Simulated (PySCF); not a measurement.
B(CCH)(Cl)2 (C2HBCl2), SMILES C#CB(Cl)Cl.

Geometry optimised at PBE-D3(BJ)/def2-SVP.

All values below come from TDDFT-B3LYP/def2-SVPD (PySCF).

Vertical excitations.  State labels are in the subgroup C2v.

### Question
Estimate the UV-visible absorptions. (An estimate is asked for; the answer gives what the named calculation found.)

### Answer

| state | symmetry | energy (eV) | λ (nm) | f | main pairs |
|---|---|---|---|---|---|
| S1 | A2 | 4.29 | 289 | 0.000 | HOMO→LUMO 98 % |
| S2 | A2 | 5.25 | 236 | 0.000 | HOMO−2→LUMO 98 % |
| S3 | A1 | 5.28 | 235 | 0.100 | HOMO−1→LUMO 81 %, HOMO→LUMO+1 17 % |
| S4 | B1 | 5.58 | 222 | 0.000 | HOMO−4→LUMO 100 % |
| S5 | B2 | 6.08 | 204 | 0.101 | HOMO−3→LUMO 96 % |
| S6 | A2 | 6.54 | 189 | 0.000 | HOMO−1→LUMO+1 98 % |
| S7 | A1 | 7.36 | 168 | 0.137 | HOMO−5→LUMO 83 % |
| S8 | A1 | 7.53 | 165 | 0.253 | HOMO→LUMO+1 46 %, HOMO−2→LUMO+1 42 % |
| S9 | B2 | 7.54 | 164 | 0.006 | HOMO→LUMO+2 97 % |
| S10 | B1 | 7.89 | 157 | 0.005 | HOMO−1→LUMO+2 93 % |
| T1 | A1 | 3.96 | 313 | 0 | HOMO−1→LUMO 93 % |
| T2 | A2 | 4.00 | 310 | 0 | HOMO→LUMO 94 % |
| T3 | A2 | 5.09 | 243 | 0 | HOMO−2→LUMO 95 % |
| T4 | A1 | 5.21 | 238 | 0 | HOMO→LUMO+1 83 % |
Triplets are in the Tamm–Dancoff approximation, which puts them higher than full response would, so one can lie above its singlet here.
